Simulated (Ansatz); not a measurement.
Calculated with Ansatz (gas phase, PBE0-D4/def2-TZVP geometries, no zero-point term in ΔE). CCSD(T)/CBS is the MP2 limit (def2-TZVPP, def2-QZVPP) plus CCSD(T) − MP2 in def2-TZVPP, frozen cores. For Ge outer-core shells are correlated without core-valence functions, which leaves a few kJ/mol of doubt a bond. Scalar relativity is left out up to krypton. Each species was taken in one conformer, which may not be the lowest.

`C[CH]([GeH3])C#N` + `N[SiH2]S` → `N[SiH2][S][GeH3]` + `CCC#N`  (ligand exchange at a Ge–C bond)

```tsv
level	ΔE (eV)
SCS-MP2/def2-TZVPP	-0.70
SCS-MP2/def2-QZVPP	-0.71
MP2/CBS(def2)	-0.71
CCSD/CBS(def2)	-0.71
```

(1) What does CCSD(T)/CBS give? (Best estimate.)

Largest T1 diagnostic among the species: 0.012.

Answers

(1) The calculation gave: -0.70 eV. The listed levels differ from it by 0.00, -0.01, -0.01, -0.01 eV.

In def2-TZVPP, CCSD(T) changes the Hartree–Fock value by +0.13 eV (the triples alone add +0.00 eV) and MP2 by +0.13 eV.
